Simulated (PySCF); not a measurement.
A GIAO shielding run with PySCF 2.14 (density fitting, non-relativistic, gas phase) on SMILES C=N[SiH2][C@H](C)CC(C)=S, C6H13NSSi:

```
$ OMP_NUM_THREADS=1 python probes_run.py task.json out

{"job": {"kind": "nmr", "xc": "PBE0", "basis": "pcSseg-1"}, "charge": 0, "multiplicity": 1}
C     -2.138865     2.029156     0.339069
N     -1.741989     1.076973    -0.364302
Si    -1.609614    -0.620312    -0.097278
C      0.227378    -1.038010    -0.429741
C      0.399855    -2.541068    -0.614349
C      1.152811    -0.559728     0.701732
C      1.104592     0.915020     0.906030
C      1.466388     1.782132    -0.246384
S      0.639160     1.554425     2.327678
H     -2.501870     1.937748     1.364544
H     -2.123287     3.036428    -0.070469
H     -2.443273    -1.162527    -1.168703
H     -1.989158    -1.168135     1.209705
H      0.541069    -0.550483    -1.356605
H      1.437995    -2.791840    -0.832368
H      0.104491    -3.078331     0.284192
H     -0.216496    -2.893952    -1.437294
H      0.882153    -1.064565     1.631666
H      2.184015    -0.840947     0.453780
H      0.607407     1.837765    -0.919082
H      2.305502     1.369885    -0.804960
H      1.701324     2.789751     0.087563
```

Hardware: 1 thread of an Arm Neoverse V1, shared host. The job also computes population analyses, field gradients.

(1) How large is the calculation?

(2) How long does it take, and how much memory does it need?

Answers

(1) 86 electrons, 232 basis functions and 1242 auxiliary functions.

(2) 83 s of wall time, with 15 SCF cycles and 5 response iterations; peak memory 1 GiB. Times on a shared host scatter by some tens of per cent.
